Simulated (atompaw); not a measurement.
# Reading a pseudo-wave (fluorine)

Columns: radius, all-electron u(r) and pseudo u(r) of the 2s shell (level -30.14 eV) of fluorine in the configuration [He] 2s1.5 2p5.5; PBE, scalar-relativistic, PAW (atompaw) scheme, atompaw 4.2.0.5.

| r (bohr) | all-electron | pseudo |
| --- | --- | --- |
| 0.063 | -0.4224 | 0.1184 |
| 0.127 | -0.4094 | 0.2365 |
| 0.190 | -0.2135 | 0.3486 |
| 0.254 | 0.0434 | 0.4563 |
| 0.317 | 0.2922 | 0.5545 |
| 0.381 | 0.5129 | 0.6446 |
| 0.444 | 0.6892 | 0.7227 |
| 0.508 | 0.8254 | 0.7903 |
| 0.571 | 0.9204 | 0.8445 |
| 0.635 | 0.9825 | 0.8868 |
| 0.698 | 1.0155 | 0.9158 |
| 0.762 | 1.0260 | 0.9329 |
| 0.825 | 1.0186 | 0.9381 |
| 0.888 | 0.9980 | 0.9326 |
| 0.952 | 0.9669 | 0.9172 |
| 1.015 | 0.9292 | 0.8937 |
| 1.079 | 0.8862 | 0.8627 |
| 1.142 | 0.8410 | 0.8266 |
| 1.206 | 0.7935 | 0.7858 |
| 1.269 | 0.7464 | 0.7429 |
| 1.333 | 0.6990 | 0.6979 |
| 1.396 | 0.6534 | 0.6533 |
| 1.460 | 0.6085 | 0.6087 |
| 1.523 | 0.5662 | 0.5663 |
| 1.587 | 0.5251 | 0.5251 |
| 1.650 | 0.4868 | 0.4868 |

Task: How many radial nodes do the two functions have?

Result: The all-electron 2s function has n − l − 1 = 1; the pseudo-wave has 0, since the states of the same l below it are removed with the core.

Task: Where does each function peak?

Result: Outermost all-electron maximum near 0.76 bohr, pseudo maximum near 0.82 bohr (to the table’s step).

Task: Is the pseudo-wave norm-conserving?

Result: No, it belongs to a PAW set: the norm inside the radius is not constrained, and the difference is carried by the augmentation charge.
